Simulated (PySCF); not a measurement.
The dipole of `C1CC(O[SiH](N)N)C1` from its density and from atomic charges.

Coordinates (GFN2-xTB, Å) and charges (e) from the PBE0/pcSseg-1 density (PySCF):

| atom | x | y | z | Mulliken | IAO | Hirshfeld | ESP-fitted |
| --- | --- | --- | --- | --- | --- | --- | --- |
| N1 | 2.271 | 1.270 | 0.050 | -0.6443 | -0.8648 | -0.3239 | -1.0126 |
| Si2 | 1.904 | -0.188 | -0.800 | +1.0745 | +1.3230 | +0.4461 | +0.8897 |
| N3 | 2.592 | -1.410 | 0.210 | -0.6416 | -0.8656 | -0.3256 | -1.0050 |
| O4 | 0.308 | -0.404 | -0.975 | -0.6249 | -0.6373 | -0.2214 | -0.5861 |
| C5 | -0.688 | -0.361 | -0.007 | +0.0379 | +0.0959 | +0.0517 | +0.6682 |
| C6 | -1.296 | 1.026 | 0.280 | -0.1771 | -0.2862 | -0.0817 | -0.3646 |
| C7 | -2.699 | 0.419 | 0.125 | -0.2440 | -0.2690 | -0.0726 | +0.0012 |
| C8 | -2.070 | -0.844 | -0.483 | -0.1556 | -0.2789 | -0.0800 | -0.3134 |
| H9 | 1.806 | 2.111 | -0.250 | +0.1896 | +0.2612 | +0.1127 | +0.3516 |
| H10 | 3.231 | 1.475 | 0.271 | +0.1827 | +0.2605 | +0.1154 | +0.4044 |
| H11 | 2.260 | -0.237 | -2.220 | -0.1802 | -0.2073 | -0.1098 | -0.1854 |
| H12 | 3.566 | -1.343 | 0.451 | +0.1814 | +0.2595 | +0.1145 | +0.3921 |
| H13 | 2.365 | -2.366 | -0.011 | +0.1871 | +0.2615 | +0.1145 | +0.3631 |
| H14 | -0.353 | -0.864 | 0.904 | +0.1029 | +0.1242 | +0.0363 | -0.0325 |
| H15 | -1.052 | 1.724 | -0.517 | +0.1087 | +0.1371 | +0.0372 | +0.1360 |
| H16 | -1.052 | 1.470 | 1.242 | +0.1257 | +0.1363 | +0.0364 | +0.0731 |
| H17 | -3.388 | 0.965 | -0.516 | +0.1197 | +0.1354 | +0.0367 | +0.0297 |
| H18 | -3.180 | 0.228 | 1.082 | +0.1165 | +0.1349 | +0.0372 | +0.0353 |
| H19 | -2.120 | -0.861 | -1.569 | +0.1207 | +0.1470 | +0.0401 | +0.0991 |
| H20 | -2.409 | -1.801 | -0.090 | +0.1204 | +0.1326 | +0.0359 | +0.0563 |

Task: What dipole does each set of charges give (1 e·Å = 4.803 D), and what does the density give?

Result: The full density gives (1.33, 0.31, 0.51) D, 1.46 D in size; dipole vectors point from the negative to the positive end.

```json
{"scheme": "Mulliken", "μx": "-0.38", "μy": "0.49", "μz": "0.56", "size (D)": "0.83", "share of the full size (%)": "57", "angle to the full dipole (°)": "93"}
{"scheme": "IAO", "μx": "1.26", "μy": "0.33", "μz": "-0.08", "size (D)": "1.30", "share of the full size (%)": "89", "angle to the full dipole (°)": "24"}
{"scheme": "Hirshfeld", "μx": "0.66", "μy": "0.14", "μz": "0.44", "size (D)": "0.80", "share of the full size (%)": "55", "angle to the full dipole (°)": "13"}
{"scheme": "ESP-fitted", "μx": "1.34", "μy": "0.33", "μz": "0.49", "size (D)": "1.47", "share of the full size (%)": "101", "angle to the full dipole (°)": "1"}
```

Task: Which set comes closest?

Result: Length of the difference vector: ESP-fitted 0.02 D, IAO 0.59 D, Hirshfeld 0.70 D, Mulliken 1.72 D. Closest: ESP-fitted. The schemes that divide the density aren't constrained to reproduce the dipole.

Task: What is left for the Hirshfeld atoms' own dipoles?

Result: The shares of the density sum to the whole, so what Σ q r misses lies in dipoles about the nuclei. The atomic dipoles sum to (1.33, 0.31, 0.51) − (0.66, 0.14, 0.44) = (0.67, 0.17, 0.07) D, 0.70 D in size.

Task: With the origin at the mean of the coordinates, (0.000, 0.001, -0.141) Å, which are the largest single terms, by size, of the Mulliken dipole along the direction of the full one?

Result: Si2 +7.59, N1 -7.46, N3 -6.74, H10 +2.99, H12 +2.77 D; all 20 atoms together -0.05 D. The single terms depend on the origin, their sum doesn't.

Task: Give the size of the full dipole in other units.

Result: 1.46 D = 0.574 au = 0.304 e·Å = 4.87 × 10⁻³⁰ C·m.

The structure is a single GFN2-xTB conformer in the gas phase; no vibrational or solvent corrections.

The values belong to the conformer `[NH2:1][SiH:2]([NH2:3])[O:4][CH:5]1[CH2:6][CH2:7][CH2:8]1`: N1–Si2–O4–C5 -51°, Si2–O4–C5–C6 88°, H–N1–Si2–N3 -168°, H–N1–Si2–N3 56°, H–N3–Si2–N1 -55°, H–N3–Si2–N1 170°.
